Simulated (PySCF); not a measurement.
Calculated NMR parameters of CO[SiH2]/C=C(\C#N)OC

```
Formula                               : C5H9NO2Si
SMILES                                : CO[SiH2]/C=C(\C#N)OC
InChI                                 : InChI=1S/C5H9NO2Si/c1-7-5(3-6)4-9-8-2/h4H,9H2,1-2H3/b5-4+
Point group of the computed structure : C1
Degrees of unsaturation               : 3
Carbon signals                        : 5
Proton signals                        : 4
```

Molfile (atoms numbered from 1):
```
C5H9NO2Si
     RDKit          3D

 18 17  0  0  0  0  0  0  0  0999 V2000
    3.2747    0.1438   -0.4837 C   0  0  0  0  0  0  0  0  0  0  0  0
    1.9388    0.1139   -0.0807 O   0  0  0  0  0  0  0  0  0  0  0  0
    1.1818   -0.9472    0.8759 Si  0  0  0  0  0  4  0  0  0  0  0  0
   -0.6222   -0.4873    0.6678 C   0  0  0  0  0  0  0  0  0  0  0  0
   -1.2464   -0.4140   -0.5149 C   0  0  0  0  0  0  0  0  0  0  0  0
   -0.5286   -0.6859   -1.7145 C   0  0  0  0  0  0  0  0  0  0  0  0
    0.0503   -0.9262   -2.6732 N   0  0  0  0  0  0  0  0  0  0  0  0
   -2.5511   -0.1105   -0.7661 O   0  0  0  0  0  0  0  0  0  0  0  0
   -3.3771    0.1869    0.3309 C   0  0  0  0  0  0  0  0  0  0  0  0
    3.5222   -0.7517   -1.0570 H   0  0  0  0  0  0  0  0  0  0  0  0
    3.4149    1.0226   -1.1134 H   0  0  0  0  0  0  0  0  0  0  0  0
    3.9426    0.2046    0.3792 H   0  0  0  0  0  0  0  0  0  0  0  0
    1.4409   -2.3373    0.4861 H   0  0  0  0  0  0  0  0  0  0  0  0
    1.5675   -0.7656    2.2801 H   0  0  0  0  0  0  0  0  0  0  0  0
   -1.1930   -0.3062    1.5654 H   0  0  0  0  0  0  0  0  0  0  0  0
   -4.3600    0.3942   -0.0884 H   0  0  0  0  0  0  0  0  0  0  0  0
   -3.4458   -0.6601    1.0213 H   0  0  0  0  0  0  0  0  0  0  0  0
   -3.0183    1.0676    0.8735 H   0  0  0  0  0  0  0  0  0  0  0  0
  1  2  1  0
  2  3  1  0
  3  4  1  0
  4  5  2  0
  5  6  1  0
  6  7  3  0
  5  8  1  0
  8  9  1  0
  1 10  1  0
  1 11  1  0
  1 12  1  0
  3 13  1  0
  3 14  1  0
  4 15  1  0
  9 16  1  0
  9 17  1  0
  9 18  1  0
M  END
```

PySCF 2.14.0 with density-fitted response routines calculation with NMR shieldings at PBE0/pcSseg-1/GIAO and geometry: GFN2-xTB; non-relativistic Hamiltonian, rapidly exchanging positions averaged, no solvent model, single conformer.

References, each an isolated molecule treated in the same way: ¹H and ¹³C and ²⁹Si vs TMS; ¹⁵N vs NH3; ¹⁷O against H2O.

```tsv
carbon	δC, type	δH (multiplicity)	HMBC from (2–3 bonds)	span of the C tensor (ppm)
C1	53.8, CH3	3.88 (s)	H13/H14	79
C4	109.4, CH	5.04 (m)	H13/H14	200
C5	153.1, C	–	H13/H14, H15, H16/H17/H18	181
C6	119.8, C	–	H15	341
C9	55.6, CH3	3.75 (s)	–	77
```

Other nuclei:
| atoms | nucleus | environment | δ (ppm) | σ (ppm) |
| --- | --- | --- | --- | --- |
| H13/H14 | ¹H | hydrogen on a silicon bonded to C, O | 5.08 | 26.64 |
| Si3 | ²⁹Si | silicon bonded to C, O, 2 H | -32.8 | 382.0 |
| N7 | ¹⁵N | nitrile nitrogen | 316.4 | -48.7 |
| O8 | ¹⁷O | ether oxygen | 142.5 | 193.5 |
| O2 | ¹⁷O | oxygen bonded to C, Si | -1.5 | 337.6 |

- Carbon types of the structure: 2 × C, 1 × CH, 2 × CH3, leaving 2 H on heteroatoms.
- δC 153.1: alkene carbon bearing oxygen; an sp2 carbon further deshielded by the attached heteroatom.
- δC 119.8: nitrile carbon; this is the usual window of a C≡N carbon, which has no attached hydrogen.
- δC 109.4: β carbon of an enol-ether or enamine type C=C; the O or N lone pair pushes π density onto this β carbon and shields it.
- δC 55.6, 53.8: methyl carbon bonded to O; the inductive effect lowers its shielding.
- δH 3.88, 3.75: hydrogen on a methyl carbon bonded to O; its carbon carries O, hence the downfield position.

Shifts are as computed. Against solution values, carbons near 30 ppm lie about +3 ppm off and those near 130 ppm about +5 ppm. Of 1309 compounds with measured shifts, 239 miss one by over three times the rms of a fit or turn the order of signals round; such compounds aren't used in these exercises. Experimental scales use liquid or dissolved standards, which lie at an offset from isolated NH3 (liquid NH3: subtract about 20 ppm) and H2O (liquid H2O: subtract about 36 ppm). Unscaled 15N shifts of sp2 nitrogen come out 20 to 40 ppm too high even then. Multiplicities follow the n + 1 count of equivalent neighbours, as no J values were calculated; m marks all less simple cases, F and P coupling included.
